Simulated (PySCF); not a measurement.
**Excitation energy of Mo⁺ by level of theory**

Mo⁺ [Kr] 4d5 (6S) → Mo⁺ [Kr] 4d4 5p1 (high-spin determinant), as a difference of total energies. Computed with PySCF 2.14 in aug-cc-pVDZ-PP with ECP28MDF (5s5p4d2f, 54 functions), with scalar relativity through the core potential. Correlated levels: valence: 4s2 4p6 frozen. The calculations carry no spin-orbit coupling.

| method | excitation energy (cm⁻¹) |
| --- | --- |
| UHF | 44876 |
| LDA | 46811 |
| PBE | 46218 |
| PBE0 | 47039 |
| r2SCAN | 46650 |
| PBEsol | 46655 |
| B3LYP | 45906 |
| HSE06 | 46749 |
| BLYP | 45028 |
| MP2 (valence) | 47228 |
| SCS-MP2 (valence) | 45660 |

The determinant of the upper state mixes LS terms, which raises its energy above the lowest term, most at the Hartree-Fock and MP2 levels.
